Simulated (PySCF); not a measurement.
## Exact mass, isotope pattern and composition

Species: `O=[C]Oc1cc(=O)c1=O` [radical].

Calculated for natural abundance.

(1) Molar mass and exact mass?

(2) What cluster does the singly charged cation M+ show when like nominal masses merge?

(3) Count the protons, neutrons and electrons of the monoisotopic species, and give its exact less its nominal mass.

(4) How much CO2 and H2O would complete combustion of 5.00 mg give?

(5) What share of all molecules is the monoisotopic species?

(6) Resolve the fine structure: one atom at a time replaced by a minor isotope.

## Answers

(1) For C5HO4, with standard atomic weights, 4 × 15.999 + 5 × 12.011 + 1 × 1.008 = 125.059 g/mol. From the most abundant isotopes (16O, 12C, 1H), 4 × 15.994915 + 5 × 12.000000 + 1 × 1.007825 = 124.9875 u.

(2) 
| nominal mass | m/z (centroid) | relative intensity |
| --- | --- | --- |
| 125 | 124.9869 | 100.0 |
| 126 | 125.9903 | 5.6 |
| 127 | 126.9915 | 0.9 |

Lines under 0.1 % of the tallest are left out. One electron mass, 0.00055 u, is taken off. Abundances used (%; other tables differ somewhat): 16O 99.757, 17O 0.038, 18O 0.205; 12C 98.93, 13C 1.07; 1H 99.9885, 2H 0.0115.

(3) 63 protons, 62 neutrons and 63 electrons; 124.9875 − 125 = -0.0125 u.

(4) 39.98 μmol of compound give 8.80 mg CO2 and 0.36 mg H2O.

(5) 0.99757^4 × 0.9893^5 × 0.999885 = 93.83 %.

(6) Intensity in % of the monoisotopic species:

```csv
isotope,mass shift (u),m/z,intensity (%)
13C,+1.00335,125.9903,5.41
17O,+1.00422,125.9912,0.15
18O,+2.00425,126.9912,0.82
```

Species under 0.02 % are left out.
